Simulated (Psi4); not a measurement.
C₂H₆NO (SMILES CC(N)=[OH+]), charge +1, singlet, geometry from GFN2-xTB; CCSD/cc-pVDZ (Psi4).

Psi4 was given this input:
```
memory 2 GB

molecule {
1 1
  O     0.31859723    1.28234604    0.05551789
  C     0.04598869    0.03047976   -0.00554695
  N     0.97130854   -0.89086621   -0.03924743
  C    -1.38335363   -0.33003445   -0.02103909
  H     0.72828983   -1.87241852   -0.08436555
  H    -1.96037592    0.45421182   -0.50831116
  H    -1.56360514   -1.28823039   -0.49966096
  H    -1.74648276   -0.38863017    1.00821425
  H     1.96303337   -0.67815473   -0.01499862
  H     1.25539266    1.54784533    0.08922707
}

set basis cc-pvdz
set freeze_core true

energy('ccsd')
print_variables()
```

**Question.** Write the output that Psi4 gives for this input, abridged.

**Answer.** 
```
   => Loading Basis Set <=

    Name: CC-PVDZ
    Role: ORBITAL
    Keyword: BASIS

         ---------------------------------------------------------
                                   SCF
               by Justin Turney, Rob Parrish, Andy Simmonett
                          and Daniel G. A. Smith
                              RHF Reference
         ---------------------------------------------------------

  ==> Geometry <==

    Molecular point group: c1
    Full point group: C1

    Geometry (in Angstrom), charge = 1, multiplicity = 1:

       Center              X                  Y                   Z               Mass
    ------------   -----------------  -----------------  -----------------  -----------------
         O            0.296701042343     1.245728409687     0.055361101345    15.994914619570
         C            0.024092502343    -0.006137870313    -0.005703738655    12.000000000000
         N            0.949412352343    -0.927483840313    -0.039404218655    14.003074004430
         C           -1.405249817657    -0.366652080313    -0.021195878655    12.000000000000
         H            0.706393642343    -1.909036150313    -0.084522338655     1.007825032230
         H           -1.982272107657     0.417594189687    -0.508467948655     1.007825032230
         H           -1.585501327657    -1.324848020313    -0.499817748655     1.007825032230
         H           -1.768378947657    -0.425247800313     1.008057461345     1.007825032230
         H            1.941137182343    -0.714772360313    -0.015155408655     1.007825032230
         H            1.233496472343     1.511227699687     0.089070281345     1.007825032230

  Running in c1 symmetry.

  Rotational constants: A =      0.34697  B =      0.30712  C =      0.16790 [cm^-1]
  Rotational constants: A =  10401.81059  B =   9207.08460  C =   5033.56145 [MHz]
  Nuclear repulsion =  131.368813074174682

  Charge       = 1
  Multiplicity = 1
  Electrons    = 32
  Nalpha       = 16
  Nbeta        = 16

  ==> Algorithm <==

  SCF Algorithm Type is PK.
  DIIS enabled.
  MOM disabled.
  Fractional occupation disabled.
  Guess Type is SAD.
  Energy threshold   = 1.00e-08
  Density threshold  = 1.00e-08
  Integral threshold = 1.00e-12

  ==> Primary Basis <==

  Basis Set: CC-PVDZ
    Blend: CC-PVDZ
    Number of shells: 42
    Number of basis functions: 86
    Number of Cartesian functions: 90
    Spherical Harmonics?: true
    Max angular momentum: 2

  ==> Integral Setup <==

  Using in-core PK algorithm.
   Calculation information:
      Number of atoms:                  10
      Number of AO shells:              42
      Number of primitives:            118
      Number of atomic orbitals:        90
      Number of basis functions:        86

      Integral cutoff                 1.00e-12
      Number of threads:                 1

  Performing in-core PK
  Using 13998822 doubles for integral storage.
  We computed 406845 shell quartets total.
  Whereas there are 408156 unique shell quartets.

  ==> DiskJK: Disk-Based J/K Matrices <==

    J tasked:                  Yes
    K tasked:                  Yes
    wK tasked:                  No
    Schwarz Cutoff:          1E-12

  Minimum eigenvalue in the overlap matrix is 4.0283152368E-03.
  Reciprocal condition number of the overlap matrix is 7.6277236117E-04.
    Using symmetric orthogonalization.

  ==> Pre-Iterations <==

  SCF Guess: Superposition of Atomic Densities via on-the-fly atomic UHF (no occupation information).

   -------------------------
    Irrep   Nso     Nmo
   -------------------------
     A         86      86
   -------------------------
    Total      86      86
   -------------------------

  ==> Iterations <==

                        Total Energy        Delta E     RMS |[F,P]|

   @RHF iter SAD:  -208.10367981197402   -2.08104e+02   0.00000e+00
   @RHF iter   1:  -208.23667322422077   -1.32993e-01   5.19287e-03 DIIS/ADIIS
   @RHF iter   2:  -208.33078904588299   -9.41158e-02   2.10138e-03 DIIS/ADIIS
   @RHF iter   3:  -208.34470412693125   -1.39151e-02   5.69391e-04 DIIS/ADIIS
   @RHF iter   4:  -208.34630721445086   -1.60309e-03   1.54595e-04 DIIS/ADIIS
   @RHF iter   5:  -208.34643309966981   -1.25885e-04   4.28877e-05 DIIS
   @RHF iter   6:  -208.34644576201154   -1.26623e-05   1.33767e-05 DIIS
   @RHF iter   7:  -208.34644682642715   -1.06442e-06   4.33635e-06 DIIS
   @RHF iter   8:  -208.34644694931626   -1.22889e-07   1.10071e-06 DIIS
   @RHF iter   9:  -208.34644695908389   -9.76763e-09   2.42059e-07 DIIS
   @RHF iter  10:  -208.34644695968689   -6.02995e-10   6.73848e-08 DIIS
   @RHF iter  11:  -208.34644695972725   -4.03588e-11   2.10453e-08 DIIS
   @RHF iter  12:  -208.34644695973091   -3.66640e-12   5.58045e-09 DIIS
  Energy and wave function converged.

  ==> Post-Iterations <==

    Orbital Energies [Eh]
    ---------------------

    Doubly Occupied:

[...]
      16A     -0.695361

    Virtual:

[...]
      86A      3.937663

    Final Occupation by Irrep:
              A
    DOCC [    16 ]
    NA   [    16 ]
    NB   [    16 ]

  @RHF Final Energy:  -208.34644695973091

   => Energetics <=

    Nuclear Repulsion Energy =            131.3688130741746818
    One-Electron Energy =                -535.3537638278479562
    Two-Electron Energy =                 195.6385037939423626
    Total Energy =                       -208.3464469597309119

Computation Completed

Properties will be evaluated at   0.000000,   0.000000,   0.000000 [a0]

Properties computed using the SCF density matrix

 Multipole Moments:

 ------------------------------------------------------------------------------------
     Multipole            Electronic (a.u.)      Nuclear  (a.u.)        Total (a.u.)
 ------------------------------------------------------------------------------------

 L = 1.  Multiply by 2.5417464519 to convert [e a0] to [Debye]
 Dipole X            :          2.3058013           -1.3654673            0.9403340
[...]
	Sorting half-transformed integrals.
	First half integral transformation complete.
	Starting second half-transformation.
	Two-electron integral transformation complete.
	(VV|OV)...
	Starting second half-transformation.
	Two-electron integral transformation complete.
	(VV|VV)...
	Starting second half-transformation.
	Two-electron integral transformation complete.
	Frozen core energy     =   -224.44321468800999

	Size of irrep 0 of <ab|cd> integrals:     24.010 (MW) /    192.080 (MB)
	Total:                                    24.010 (MW) /    192.080 (MB)

	Size of irrep 0 of <ia|bc> integrals:      4.116 (MW) /     32.928 (MB)
	Total:                                     4.116 (MW) /     32.928 (MB)

	Size of irrep 0 of tijab amplitudes:       0.706 (MW) /      5.645 (MB)
	Total:                                     0.706 (MW) /      5.645 (MB)

	Nuclear Rep. energy          =    131.36881307417468
	SCF energy                   =   -208.34644695973091
	One-electron energy          =   -206.03589348371571
	Two-electron energy          =     90.76384813781898
	Reference energy             =   -208.34644695973202

            **************************
            *                        *
            *        CCENERGY        *
            *                        *
            **************************

    Nuclear Rep. energy (wfn)     =  131.368813074174682
    SCF energy          (wfn)     = -208.346446959730912
    Reference energy    (file100) = -208.346446959732020

    Input parameters:
    -----------------
    Wave function   =     CCSD
    Reference wfn   =     RHF
    Brueckner       =     No
    Maxiter         =     50
    R_Convergence   =     1.0e-07
    E_Convergence   =     1.0e-06
    Restart         =     Yes
    DIIS            =     Yes
    AO Basis        =     NONE
    ABCD            =     NEW
    Cache Level     =     2
    Cache Type      =     LOW
    Print Level     =     1
    Num. of threads =     1
    # Amps to Print =     10
    Print MP2 Amps? =     No
    Analyze T2 Amps =     No
    Print Pair Ener =     No
    Local CC        =     No
    SCS-MP2         =     False
    SCSN-MP2        =     False
    SCS-CCSD        =     False

MP2 correlation energy -0.6146913048515752
                Solving CC Amplitude Equations
                ------------------------------
  Iter             Energy              RMS        T1Diag      D1Diag    New D1Diag    D2Diag
  ----     ---------------------    ---------   ----------  ----------  ----------   --------
     0        -0.614691304851575    0.000e+00    0.000000    0.000000    0.000000    0.133810
     1        -0.632371555248201    7.204e-02    0.010260    0.042204    0.042204    0.133886
     2        -0.647579931517158    2.455e-02    0.010870    0.044879    0.044879    0.143945
     3        -0.651635194243943    1.168e-02    0.013100    0.055458    0.055458    0.147650
     4        -0.651554250039722    3.184e-03    0.013716    0.058688    0.058688    0.149217
     5        -0.651575061083518    1.194e-03    0.013945    0.059936    0.059936    0.149754
     6        -0.651584976232702    3.875e-04    0.014015    0.060347    0.060347    0.149859
     7        -0.651571355354443    1.127e-04    0.014023    0.060396    0.060396    0.149863
     8        -0.651571190480601    3.926e-05    0.014025    0.060409    0.060409    0.149864
     9        -0.651572213055546    1.278e-05    0.014025    0.060408    0.060408    0.149865
    10        -0.651571695084575    5.208e-06    0.014025    0.060406    0.060406    0.149865
    11        -0.651571909357173    2.074e-06    0.014025    0.060405    0.060405    0.149865
    12        -0.651571903266419    6.619e-07    0.014025    0.060405    0.060405    0.149865
    13        -0.651571941516500    3.313e-07    0.014025    0.060405    0.060405    0.149865
    14        -0.651571945287871    1.053e-07    0.014025    0.060405    0.060405    0.149865
    15        -0.651571944250589    4.116e-08    0.014025    0.060405    0.060405    0.149865

    Iterations converged.

    Largest TIA Amplitudes:
              6   0         0.0541982955
             11   0         0.0155649142
             10   0         0.0098877478
              6  14        -0.0089062384
              8   1        -0.0088412778
              6   6        -0.0083122226
              6  10         0.0068089142
              8   7        -0.0062971417
             11  14        -0.0060188256
             11  28        -0.0054196213

    Largest TIjAb Amplitudes:
     11  11   0   0        -0.0595176854
      6   6   0   0        -0.0433870078
     11  11  23  23        -0.0245244275
      9   9  19  19        -0.0223991333
     10  10  18  18        -0.0211683295
     10  10   0   0        -0.0185930030
     11  11   0  23        -0.0182633678
     11  11  23   0        -0.0182633678
      8   8   7   7        -0.0169373027
      9   9   5   5        -0.0168945919

    SCF energy       (wfn)                    = -208.346446959730912
    Reference energy (file100)                = -208.346446959732020

    Opposite-spin MP2 correlation energy      =   -0.460590823109676
    Same-spin MP2 correlation energy          =   -0.154100481741899
    Singles MP2 correlation energy            =   -0.000000000000000
    MP2 correlation energy                    =   -0.614691304851575
      * MP2 total energy                      = -208.961138264583582

    Opposite-spin CCSD correlation energy     =   -0.511284453903676
    Same-spin CCSD correlation energy         =   -0.140287490346913
    Singles CCSD correlation energy           =    0.000000000000000
    CCSD correlation energy                   =   -0.651571944250589
      * CCSD total energy                     = -208.998018903982597

  Variable Map:
  ----------------------------------------------------------------------------
[...]
  Array Variable Map:
  ----------------------------------------------------------------------------
[...]
[...]
```
